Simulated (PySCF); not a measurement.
Isomers of C9H10. Method: PySCF 2.14.0, PBE0-D3(BJ)/def2-SVP geometry optimisation, gas phase. One conformer each; no zero-point energy, no entropy. No frequencies were run at this level. Point groups hold within 0.08 Å.

Question: Rank from lowest to highest electronic energy at this level (kcal/mol).
A. `[CH3:1][C:2]1=[CH:3]/[CH:4]=[CH:5]\[CH:6]=[CH:7]/[CH:8]=[CH:9]\1` with C2–C3–C4–C5 -56°, C4–C5–C6–C7 54°, C6–C7–C8–C9 -55°, C1–C2–C9–C8 -125°
B. `[CH2:1]=[C:2]([CH3:3])/[CH:4]=[CH:5]/[C:6]1=[CH:7][C:8]1=[CH2:9]` with C1–C2–C4–C5 180°, C4–C5–C6–C7 180°

Answer: A (0.0), B (44.0).

As drawn, the higher has a three-membered ring, which the lower lacks.

| SMILES | E (Eh) | E rel (kcal/mol) | dipole (D) | point group | A, B, C (MHz) |
| --- | --- | --- | --- | --- | --- |
| CC1=C/C=C\C=C/C=C\1 | -348.24749 | 0.0 | 0.38 | C1 | 2540, 1552, 1108 |
| C=C(C)/C=C/C1=CC1=C | -348.17733 | 44.0 | 2.66 | Cs | 3931, 751.0, 633.0 |
